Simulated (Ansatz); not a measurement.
Coupled-cluster run, CuI, SMILES `[Cu][I]`.

```yaml
crystal:
  periodic: [false, false, false]
  atoms:
    - {symbol: Cu, position_ang: [1.013019, -0.340800, 0.518530]}
    - {symbol: I, position_ang: [-1.013019, 0.340800, -0.518530]}
basis:
  gaussian: {orbitals: def2-TZVPP}
correlation: {method: ccsd_t, frozen_orbitals: {Cu: 9, I: 4}}
output: {orbitals: {seedname: orbitals}}
```

```sh
$ ansatz run in.yaml --threads 2 --pin off --events-out ev --progress --plain --max-ram 32768MiB --backend cpu
```

Output of Ansatz, abridged:

```
Functional definition: HF
933 factors; integrals over basis functions are off by at most 6.1e-4 eV
mean field evaluation 1: about -52668.2337 eV, gradient 6.3e1 eV
mean field evaluation 2: about -52668.3451 eV, gradient 6.3e1 eV
mean field evaluation 4: about -52671.8049 eV, gradient 3.1e0 eV
mean field evaluation 8: about -52671.8919 eV, gradient 7.0e-1 eV
mean field evaluation 16: about -52671.8958 eV, gradient 3.0e-6 eV
mean field -52671.89576240 eV, -1935.6564669750 hartree, gradient 3.0e-6 eV, S^2 0.000000; 0 other end points of the search recorded, 0 dependent functions left out
13 core orbitals not correlated: weight in the atoms' cores, before any rotation towards them, 1.000 or more for the frozen orbitals, at most 0.000 for the correlated occupied ones
reference -52671.89576240 eV, -1935.6564669750 hartree; 14, 14 occupied and 87, 87 virtual orbitals, 933 factors
second order -26.92574889 eV of doubles, -0.00000000 eV of singles
cycle   1  -23.28818037 eV  change     3.6e0 eV  update   1.6e-1
cycle   2  -24.19237042 eV  change   -9.0e-1 eV  update   9.8e-2
cycle   3  -24.41044836 eV  change   -2.2e-1 eV  update   2.7e-2
cycle   4  -24.38681950 eV  change    2.4e-2 eV  update   1.4e-2
cycle   5  -24.35871370 eV  change    2.8e-2 eV  update   7.5e-3
cycle   6  -24.36540069 eV  change   -6.7e-3 eV  update   4.1e-3
cycle   7  -24.36910407 eV  change   -3.7e-3 eV  update   3.0e-3
cycle   8  -24.36751152 eV  change    1.6e-3 eV  update   1.5e-3
cycle   9  -24.36796806 eV  change   -4.6e-4 eV  update   6.0e-4
cycle  10  -24.36889206 eV  change   -9.2e-4 eV  update   2.4e-4
cycle  11  -24.36822007 eV  change    6.7e-4 eV  update   1.1e-4
cycle  12  -24.36810994 eV  change    1.1e-4 eV  update   4.9e-5
cycle  13  -24.36824895 eV  change   -1.4e-4 eV  update   1.5e-5
cycle  14  -24.36820500 eV  change    4.4e-5 eV  update   5.3e-6
cycle  15  -24.36821685 eV  change   -1.2e-5 eV  update   2.7e-6
perturbative correction -0.75881205 eV, -0.0278858285 hartree
Total energy: -52697.02279130 eV, -1936.5798682553 hartree
```

It took 5.5 s on 2 threads of an AMD EPYC 7R13 on a shared host, with 0.45 GiB of host memory at the peak.

The correlation energy is -25.127 eV, 3.0 % of it from (T); the T1 diagnostic reads 0.0194.
